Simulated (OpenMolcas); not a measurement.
## Tm2+ in SrO: curves along the breathing mode

Tm2+ with its 6 nearest oxide ions, on the Sr site of SrO (a = 5.1602 Å, distance in the model lattice 2.580 Å). The rest of the host is ab initio model potentials to 7.6 Å, with orthogonalisation functions on the cations behind the ligands, and point charges beyond; the distance is set by hand and nothing relaxes. Ligand basis ANO-RCC-VDZP.

```
Program             : OpenMolcas 26.06
Method              : SS-CASPT2, IPEA 0.25 Eh, imaginary shift 0.1 Eh (closed shells correlated: 5s 5p and the ligand valence shells)
Basis               : ANO-RCC-VDZP [7s6p4d2f1g]
Scalar Hamiltonian  : DKH2, point nucleus
Active space        : 13 electrons in 7 orbitals (4f)
State averaging     : 2S+1 = 2 odd, 7 roots
Spin-orbit coupling : RASSI with atomic mean-field integrals over the reference wave functions
```

Spin-free energies (labels of O, the rotations of Oh) in cm-1 above the lowest fitted minimum, as all ligands move together:

| R (Å) | 2T1 | 2T2 | 2A2 |
| --- | --- | --- | --- |
| 2.307 | 5520 | 6090 | 6590 |
| 2.361 | 1620 | 2140 | 2630 |
| 2.415 | 60 | 560 | 1000 |
| 2.47 | 670 | 1140 | 1540 |
| 2.524 | 3290 | 3730 | 4100 |
| 2.578 | 7810 | 8180 | 8580 |
| 2.633 | 14380 | 14720 | 15100 |

Cubic fits give the following; the wavenumber is harmonic, with the mass of all moving ligands, small differences in it between states hang on the degree of the fit, a number in brackets counts states of one label, and the table is a selection of at most 14 states with clean curves.

```json
{"State": "2T1", "R0 (Å)": "2.428", "Breathing mode (cm-1)": "506", "Minimum (cm-1)": "0"}
{"State": "2T2", "R0 (Å)": "2.428", "Breathing mode (cm-1)": "506", "Minimum (cm-1)": "490"}
{"State": "2A2", "R0 (Å)": "2.429", "Breathing mode (cm-1)": "506", "Minimum (cm-1)": "920"}
```

For an f ion spin-orbit coupling outweighs the ligand field, so these spin-free curves are not those of observable levels.

Roots that are degenerate in the reference are averaged as groups; the widest CASPT2 spread within a group is 51 cm-1 (the 3-fold group of multiplicity 2 near 342 cm-1 above the lowest state of its run, R = 2.633). Shifts and gaps below about the spread of the groups concerned are not significant. Over all roots computed the reference weight is 0.66 in R = 2.307, 0.66 in R = 2.361, 0.66 in R = 2.415, 0.66 in R = 2.47, 0.66 in R = 2.524, 0.66 in R = 2.578, 0.66 in R = 2.633; a low but even weight reflects the number of correlated electrons. Splittings of an f shell from a small cluster at a set distance can be off by tens of per cent, mostly too small. No measured value stands beside these numbers.
